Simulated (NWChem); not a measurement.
Two isomers of WNH3SO2, each optimised at PBE0/def2-SVP with NWChem. Flexible species stand in one conformer each, which need not be the lowest. For one or both, no frequency run checked for a minimum. def2 effective core potentials on W; no spin-orbit coupling.

A: [NH]=[W](=[O])([OH])[SH]
B: [NH]=[W]([OH])([OH])=[S]

Question: Which is lower in energy, by how much, and how do their other properties compare?

Answer: B is lower by 3.1 kcal/mol in electronic energy.
|  | A | B |
|---|---|---|
| highest occupied level (eV) | -7.84 | -7.11 |
| orbital gap (eV) | 6.28 | 5.63 |
| dipole (D) | 2.35 | 4.49 |
